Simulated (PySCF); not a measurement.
## `OCC[C@@H](F)Br`, C₃H₆BrFO

Geometry:
```
atom   x (Å)   y (Å)   z (Å)
  O1  -2.055  -0.017   0.793
  C2  -0.954   0.380   0.010
  C3   0.208  -0.553   0.356
  C4   1.448  -0.258  -0.471
  F5   1.145   0.214  -1.702
 Br6   2.607   1.065   0.414
  H7  -2.806   0.551   0.593
  H8  -0.672   1.421   0.230
  H9  -1.188   0.302  -1.060
 H10   0.432  -0.476   1.420
 H11  -0.121  -1.577   0.157
 H12   2.080  -1.143  -0.608
```

Level of theory: GIAO CAM-B3LYP/pcSseg-1 magnetisability, rotational g tensor and spin-rotation constants, non-relativistic, gas phase (PySCF 2.14.0). Geometry: GFN2-xTB, dihedral held. The dihedral C2–C3–C4–Br6 is held at 90°.

The calculation is non-relativistic, which matters for the atoms heavier than Zn.

Task: What are the magnetisability and the molar susceptibility?

Result: Isotropic -1205 × 10⁻³⁰ J/T², or -72.6 × 10⁻⁶ cm³/mol; principal values -1293, -1244, -1079 × 10⁻³⁰ J/T², anisotropy 194 × 10⁻³⁰ J/T² (root of half the summed squared differences of the principal values). The susceptibility is in cgs units.

Task: Split it along the inertial axes a, b, c into diamagnetic and paramagnetic parts about the centre of mass, with the quadrupole moment.

Result: 
```csv
axis,χ (10⁻⁶ cm³/mol),diamagnetic (10⁻⁶ cm³/mol),paramagnetic (10⁻⁶ cm³/mol),summed x² of all electrons (Å²),quadrupole Θ (D Å)
a,-75.5,-355.4,279.9,239.9,+0.50
b,-74.1,-1131.0,1056.9,57.1,-4.06
c,-68.2,-1259.7,1191.5,26.7,+3.55
```
Anisotropies 2χaa − χbb − χcc = -8.7 and 2χbb − χaa − χcc = -4.4 × 10⁻⁶ cm³/mol. Θ is traceless in Buckingham's convention.

Task: And the rotational g tensor?

Result: 
| axis | rotational constant (GHz) | g | nuclear part | electronic part |
| --- | --- | --- | --- | --- |
| a | 4.2694 | -0.0187 | 0.5427 | -0.5614 |
| b | 1.0648 | -0.0040 | 0.5247 | -0.5287 |
| c | 0.9332 | -0.0081 | 0.5143 | -0.5224 |

Asymmetric top; isotopes 79Br, 12C, 19F, 1H, 16O; no vibrational averaging.
